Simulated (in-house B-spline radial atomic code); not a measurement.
**Two electrons outside the 1s2 core: Si XI (Si10+)**

Computed with a B-spline radial code for spherical atoms: configuration interaction (CI) of the two valence electrons in the field of the frozen Dirac-Fock core, alone and with many-body perturbation theory for the core (screened one- and two-electron correlation potentials), Breit and QED terms; no-pair Dirac Hamiltonian, finite nucleus. Labels give the configuration (outer n counted up each series) and the leading LS term, or the jj pair where no LS term holds 70 %.

Command:
```bash
python run_mb.py task.json out
```
Settings (nuclear radius in fm, box in bohr, cutoff in hartree):
```
basis_form          3
Z                   14
core_configuration  1s2
rms_radius          3.1224
mass_number         28
speed_of_light      137.036
box_radius          7.5
lmax                6
intervals           62
virtual_cutoff      392.0
```

Run time, properties included: 32 s on 1 thread of Intel(R) Xeon(R) 6975P-C, with other jobs on the host.

Excitation energies (eV):

```csv
level,purity of the LS term,CI alone,CI + MBPT + Breit + QED,Landé g of the LS mixture
2s2 1S0,1.0,0,0,-
2s2p 3P°0,1.0,21.155,21.043,-
2s2p 3P°1,0.999,21.48,21.331,1.50
2s2p 3P°2,1.0,?,?,?
2s2p 1P°1,0.999,41.248,40.899,1.00
2p2 3P0,0.998,55.424,54.996,-
2p2 3P1,1.0,55.794,55.345,1.50
2p2 3P2,0.993,56.415,55.894,1.50
2p2 1D2,0.993,61.852,61.398,1.00
2p2 1S0,0.998,75.899,75.518,-
2s3s 3S1,1.0,274.04,273.98,2.00
2s3s 1S0,1.0,277.91,277.88,-
2s3p 1P°1,0.946,283.44,283.34,1.03
2s3p 3P°0,1.0,283.8,283.72,-
2s3p 3P°1,0.946,283.92,283.83,1.47
2s3p 3P°2,1.0,284.08,283.98,1.50
2s3d 3D1,1.0,289.16,289.08,0.50
2s3d 3D2,1.0,289.2,289.11,1.17
2s3d 3D3,1.0,289.25,289.16,1.33
2s3d 1D2,1.0,292.85,292.75,1.00
2p3s 3P°0,1.0,300.69,300.49,-
2p3s 3P°1,0.988,300.99,300.77,1.50
2p3s 3P°2,1.0,301.74,301.47,1.50
2p3s 1P°1,0.988,305.14,304.86,1.01
2p3p 1P1,0.839,306.77,306.5,0.93
2p3p 3D1,0.845,307.81,307.53,0.58
2p3p 3D2,0.994,?,?,?
2p3p 3D3,1.0,308.75,308.42,1.33
2p3p 3S1,0.938,310.29,309.99,1.96
2p3p 3P0,0.994,311.16,310.88,-
```

Q: Where does 2p3p 3D2 lie?

A: 308.05 eV in CI alone and 307.77 eV with all corrections; g = 1.17.

Q: Where does 2s2p 3P°2 lie?

A: 22.164 eV in CI alone and 21.968 eV with all corrections; g = 1.50.

Q: What is the first ionisation energy?

A: 476.28 eV to the 2s1/2 state of the next ion (476.35 eV from CI alone). NIST lists 476.273 ± 0.019 eV (semi-empirical).

Some electric-dipole lines (reduced elements in atomic units, length form; vacuum wavelengths from the computed energies):

```
    upper      lower  D bare (size)  D with core polarisation (size)  λ (nm)  A (s⁻¹)
2s2p 3P°1    2s2 1S0         0.0102                           0.0102  58.124  3.6e+05
2s2p 1P°1    2s2 1S0          0.516                            0.515  30.315  6.4e+09
  2p2 3P0  2s2p 3P°1           0.35                            0.349  36.828  4.9e+09
  2p2 3P1  2s2p 3P°0           0.35                            0.349  36.146  1.7e+09
  2p2 3P1  2s2p 3P°1          0.303                            0.302  36.451  1.3e+09
  2p2 3P2  2s2p 3P°1          0.392                            0.391  35.872  1.3e+09
  2p2 1D2  2s2p 3P°1         0.0138                           0.0138  30.944  2.6e+06
  2p2 1S0  2s2p 3P°1        0.00422                          0.00421  22.881    3e+06
 2s3s 3S1  2s2p 3P°0         0.0713                           0.0716  4.9018  2.9e+10
 2s3s 3S1  2s2p 3P°1          0.124                            0.124  4.9073  8.8e+10
```

Weak lines are less accurate than strong ones.
